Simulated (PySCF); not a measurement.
Potential energy of AlCu along the bond

Set-up: PySCF, scalar-relativistic core potentials, basis sets Al cc-pV(D+d)Z, Cu cc-pVDZ-PP with ECP10. Energies in eV from Al + Cu (3d10 4s1) in their ground configurations at the same level. State: ¹Σ⁺ (singlet), closed shell.

All columns are PBE0. A positive dipole means Al(−)Cu(+).

| R (Å) | E (eV) | μ (D) | Mulliken charge on Al (basis-dependent) | HOMO (eV) | LUMO (eV) | Mayer bond order | ⟨S²⟩ |
| --- | --- | --- | --- | --- | --- | --- | --- |
| 2.033 | -1.714 | 0.62 | 0.13 | -4.89 | -2.08 | 1.43 | 0.00 |
| 2.128 | -2.000 | 0.52 | 0.11 | -4.91 | -2.04 | 1.37 | 0.00 |
| 2.222 | -2.157 | 0.39 | 0.09 | -4.92 | -2.01 | 1.32 | 0.00 |
| 2.293 | -2.212 | 0.27 | 0.09 | -4.92 | -2.00 | 1.28 | 0.00 |
| 2.364 | -2.226 | 0.13 | 0.09 | -4.91 | -1.99 | 1.25 | 0.00 |
| 2.435 | -2.209 | -0.01 | 0.09 | -4.90 | -1.99 | 1.22 | 0.00 |
| 2.530 | -2.151 | -0.21 | 0.10 | -4.88 | -2.00 | 1.19 | 0.00 |
| 2.648 | -2.038 | -0.47 | 0.10 | -4.84 | -2.01 | 1.15 | 0.00 |
| 2.789 | -1.868 | -0.79 | 0.12 | -4.77 | -2.04 | 1.12 | 0.00 |
| 2.979 | -1.615 | -1.21 | 0.13 | -4.68 | -2.10 | 1.08 | 0.00 |

A fit through these points gives, at Re = 2.358 Å, μ = 0.15 D and dμ/dR = -1.92 D/Å; the reduced mass is 18.88 u.

How strong is the fundamental in the double-harmonic approximation, I = 42.26·(dμ/dR)²/μred km/mol?

I = 42.26·(-1.92)²/18.88 = 8.25 km/mol at PBE0.

Closed-shell solutions of metal pairs were not tested for spin polarisation, which can lower them a little.
